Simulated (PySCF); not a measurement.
Does the structure fit the spectrum?

A compound C₆H₇F₃Si gives the data below (simulated from a calculation) and was assigned the structure `FC(F)(F)C#CC1C[SiH2]C1`.

$^{13}$C{$^{1}$H} NMR (computed): δ 139.7 (C), 105.1 (CH), 84.2 (C), 37.5 (CH), 24.4 (CH2), 15.7 (CH2).

$^{1}$H NMR (400 MHz, computed): δ 5.12 (m, 1H), 2.59 (d, 1H), 2.48 (m, 1H), 2.25 (m, 1H), 2.05 (m, 1H), 1.83 (m, 1H), 1.23 (m, 1H).

PySCF 2.14.0 with density-fitted response routines calculation with shielding tensors at PBE/pcSseg-1 (GIAO) and PBE0-D3(BJ)/def2-SVP structure; one conformer, non-relativistic Hamiltonian, no solvent model, fast rotation and ring inversion assumed for equivalent nuclei.

References, each an isolated molecule treated in the same way: $^{1}$H, $^{13}$C vs TMS.

Question: Compare with the shifts computed for the proposed structure, pairing carbons in order of shift.

Answer: Structure with atom numbers: `[F:1][C:2]([F:3])([F:4])[C:5]#[C:6][CH:7]1[CH2:8][SiH2:9][CH2:10]1`. Each H is labelled by its parent atom.

```tsv
atom	computed for proposal	given list	difference
C2	124.6	139.7	-15.1
C6	96.5	105.1	-8.6
C5	74.2	84.2	-10.0
C7	28.8	37.5	-8.7
C8	20.6	24.4	-3.8
C10	20.6	15.7	+4.9
```

The rms difference is 9.3 ppm and the largest -15.1 ppm at C2 (CF3 carbon). The proposal also would give 5 carbon signals, not 6. The carbon types in order of shift don't match either: C, C, C, CH, CH2, CH2 for the proposal against C, CH, C, CH, CH2, CH2 in the data. The proposal doesn't fit.

Question: Which isomer fits?

Answer: `[Si@@H]1(C#C)CC[C@@H]1C(F)(F)F`.

- Carbon types of the structure: 2 × C, 2 × CH, 2 × CH2, leaving 1 H on heteroatoms.
- δC 139.7: CF3 carbon; 3 electronegative neighbours deshield it.
- δC 105.1: terminal alkyne carbon.
- δC 84.2: alkyne carbon; the triple bond shields along its axis, which puts it between sp3 and sp2 carbons.
- δH 2.59: hydrogen on a terminal alkyne carbon; it lies on the axis of the triple bond, in its shielding cone.

The data come from this structure; uniqueness wasn't tested.

Splittings by $^{19}$F in the carbon and heteronuclear signals aren't shown, as no couplings were computed. Shifts are as computed. Against solution values, carbons near 30 ppm lie about +2 ppm off and those near 130 ppm about +2 ppm. Of 1211 compounds with measured shifts, 218 miss one by over three times the rms of a fit or turn the order of signals round; such compounds aren't used in these exercises. No couplings were computed; multiplicities are counted from neighbouring protons, with m where these are inequivalent, close in shift, in a saturated or five-membered ring or joined by F or P, and br s for small geminal =CH2 splittings.
